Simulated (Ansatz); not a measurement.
`O[SiH2]C[Si](O)(O)O` at its PBE0-D4/def2-TZVP geometry, where that method's forces vanish. Total charge 0; spin multiplicity 1.

```
atom   x (Å)   y (Å)   z (Å)
  O1   0.957   1.844  -1.507
 Si2   1.487   1.377  -0.023
  C3   0.967  -0.395   0.311
 Si4  -0.852  -0.692   0.200
  O5  -1.316   0.078  -1.184
  O6  -1.702  -0.047   1.437
  O7  -1.270  -2.280   0.198
  H8   0.085   1.492  -1.722
  H9   0.950   2.241   1.065
 H10   2.967   1.498  -0.039
 H11   1.484  -1.032  -0.415
 H12   1.310  -0.695   1.308
 H13  -2.259   0.134  -1.350
 H14  -2.007  -0.652   2.114
 H15  -0.802  -2.871  -0.393
```

(1) For each bond, give half the difference of the two atoms' forces along it (eV/Å; positive pushes the atoms apart) under PBE-D4, r2SCAN-D4, B3LYP-D4, ωB97M-V in def2-TZVPP. (An estimate is asked.)

## Answers

(1) The calculation gave: 
| bond | length (Å) | PBE-D4 | r2SCAN-D4 | B3LYP-D4 | ωB97M-V |
| --- | --- | --- | --- | --- | --- |
| O1–Si2 | 1.643 | 0.33 | 0.05 | 0.15 | 0.16 |
| O1–H8 | 0.965 | 0.37 | 0.00 | -0.04 | -0.09 |
| Si2–C3 | 1.877 | -0.06 | -0.02 | 0.11 | 0.02 |
| Si2–H9 | 1.490 | 0.01 | -0.02 | -0.11 | -0.14 |
| Si2–H10 | 1.485 | 0.04 | -0.02 | -0.16 | -0.15 |
| C3–Si4 | 1.846 | -0.14 | -0.04 | 0.00 | -0.08 |
| C3–H11 | 1.096 | 0.10 | 0.01 | -0.06 | -0.04 |
| C3–H12 | 1.096 | 0.10 | 0.00 | -0.07 | -0.04 |
| Si4–O5 | 1.651 | 0.23 | 0.04 | 0.08 | 0.08 |
| Si4–O6 | 1.634 | 0.26 | 0.04 | 0.09 | 0.10 |
| Si4–O7 | 1.642 | 0.21 | 0.04 | 0.07 | 0.09 |
| O5–H13 | 0.959 | 0.33 | 0.02 | -0.03 | -0.06 |
| O6–H14 | 0.958 | 0.31 | 0.01 | -0.02 | -0.06 |
| O7–H15 | 0.958 | 0.31 | 0.01 | -0.02 | -0.06 |

B3LYP here is the variant with VWN-RPA as its local correlation; programs differ in this.

Computed with Ansatz.
